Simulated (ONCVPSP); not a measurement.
# Potentials for Fe (Z = 26) compared

Generated with ld1.x 7.5 (TM, RRKJ, ultrasoft, PAW), atompaw 4.2 or ONCVPSP 4.0.1. The cutoff is in Ry: for ld1.x and atompaw files where the sum of valence levels is converged to 10 mRy in a Bessel basis, for ONCV files where the hardest occupied wave has 1 mHa per electron of residual kinetic energy. The error is the largest all-electron minus pseudo excitation energy over each file’s own four to seven test configurations (ionisations up to +4, promotions, holes and added fractions of an electron), all of which were solved. The labels leave out finer settings (local radius, basis sizes, second energies), which also bear on the numbers. Spin-polarised tests are not counted. The rows are a selection from randomly drawn settings: files with unsolved tests, undetermined cutoffs or missed reference levels are left out.

A true bound ghost makes a file unfit for plane-wave use even where its test errors are small: the radial tests pick states by their node count and pass the ghost by.

```csv
potential,cutoff (Ry),largest error (meV),bound ghosts
"ONCV, LDA (Perdew-Zunger), scalar-relativistic, rc 2.10/2.30/1.80 (spd), local smoothed, core correction no, reference 3d6 4s2, qcut 3.6/3/7.1, projectors 2/1/2",49,+232,s
"ONCV, PW91, fully relativistic, rc 1.35/1.10/1.30 (spd), local smoothed, core correction no, reference 3s2 3p6 3d6 4s2, qcut 9.3/9.7/10.9, projectors 2/2/2",101,+10,none
"ONCV, LDA (Perdew-Zunger), scalar-relativistic, rc 2.40/0.80/1.50 (spd), local smoothed, core correction no, reference 3p6 3d6 4s2, qcut 2.7/11.4/10.3, projectors 3/2/1",115,+41,s
"ONCV, PBE, scalar-relativistic, rc 1.65/1.00/1.30 (spd), local smoothed, core correction no, reference 3s2 3p6 3d6 4s2, qcut 6.9/16.6/10.2, projectors 2/2/1",149,-81,none
"ONCV, PBE, scalar-relativistic, rc 1.20/1.40/1.90 (spd), local smoothed, core correction yes, reference 3s2 3p6 3d6 4s1.75, qcut 8.9/11/7.4, projectors 3/2/2",70,+119,none
"ONCV, PBE, scalar-relativistic, rc 1.20/0.90/1.40 (spd), local smoothed, core correction no, reference 3s2 3p6 3d6 4s1, qcut 12.6/10.9/10.3, projectors 2/2/2",95,+23,none
```

Fill in the row for Fe: ONCV, PBE, scalar-relativistic, rc 1.10/1.20/1.20/1.05 (spdf), local smoothed, core correction no, reference 3s2 3p6 3d6 4s1 4p1, qcut 12.7/12.8/14.5/11.2, projectors 2/2/2/3.

cutoff 146 Ry, largest error +1.0 meV, bound ghosts: none.

Fill in the row for Fe: ONCV, PBE, scalar-relativistic, rc 1.40/1.05/1.00 (spd), local smoothed, core correction yes, reference 3s2 3p6 3d6 4s2, qcut 9.2/10.6/16.5, projectors 2/1/2.

cutoff 191 Ry, largest error +7.0 meV, bound ghosts: none.

Fill in the row for Fe: ONCV, LDA (Perdew-Zunger), scalar-relativistic, rc 2.25/1.85/1.75/2.05 (spdf), local smoothed, core correction yes, reference 3d6 4s2, qcut 3/4.6/9.7/5.7, projectors 1/3/2/1.

cutoff 69 Ry, largest error -45 meV, bound ghosts: p.
